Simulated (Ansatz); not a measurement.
Ansatz (a first-principles code) input (CCSD(T)/def2-QZVPP):
A basis named .json is the Basis Set Exchange file of that set.

Ansatz 0.2 input:
```yaml
crystal:
  periodic: [false, false, false]
  atoms:
    - {symbol: Ga, position_ang: [-0.00000000, -0.00000000, -0.40510264]}
    - {symbol: F, position_ang: [0.00000000, 0.00000000, 1.39535353]}
basis:
  gaussian:
    orbitals: def2-QZVPP.json
magnetization: {spin_polarized: false}
correlation: {method: ccsd_t, electrons: outside_noble_gas}
```

End of the output:

```
integrals: 0.32 GiB planned
968 factors; integrals over basis functions are off by at most 8.7e-4 eV
mean field: 0.48 GiB planned
mean field evaluation 1: about -55041.8620 eV, gradient 3.5e1 eV
mean field evaluation 2: about -55041.8973 eV, gradient 3.5e1 eV
mean field evaluation 4: about -55044.1166 eV, gradient 2.1e0 eV
mean field evaluation 8: about -55044.1400 eV, gradient 3.4e-1 eV
mean field evaluation 16: about -55041.8620 eV, gradient 3.5e1 eV
mean field -55044.14028205 eV, -2022.8348451071 hartree, gradient 1.4e-6 eV, S^2 0.000000; 0 other end points of the search recorded, 0 dependent functions left out
15 core orbitals not correlated, not the lowest: weight in the atoms' cores, before any rotation towards them, 0.964 or more for the frozen orbitals, at most 0.031 for the correlated occupied ones
reference -55044.14028205 eV, -2022.8348451071 hartree; 5, 5 occupied and 126, 126 virtual orbitals, 968 factors
second order -9.22862640 eV of doubles, -0.00000000 eV of singles
coupled cluster: 0.56 GiB planned
cycle   1  -9.00605416 eV  change    2.2e-1 eV  update   8.7e-2
cycle   2  -9.24666109 eV  change   -2.4e-1 eV  update   3.5e-2
cycle   3  -9.33645703 eV  change   -9.0e-2 eV  update   1.8e-2
cycle   4  -9.32187637 eV  change    1.5e-2 eV  update   3.7e-3
cycle   5  -9.31817472 eV  change    3.7e-3 eV  update   1.5e-3
cycle   6  -9.31925091 eV  change   -1.1e-3 eV  update   5.2e-4
cycle   7  -9.31932547 eV  change   -7.5e-5 eV  update   2.1e-4
cycle   8  -9.31920369 eV  change    1.2e-4 eV  update   7.7e-5
cycle   9  -9.31920147 eV  change    2.2e-6 eV  update   2.4e-5
cycle  10  -9.31922118 eV  change   -2.0e-5 eV  update   7.4e-6
cycle  11  -9.31921394 eV  change    7.2e-6 eV  update   2.2e-6
perturbative correction -0.31474256 eV, -0.0115665757 hartree
Total energy: -55053.77423855 eV, -2023.1888864782 hartree
```
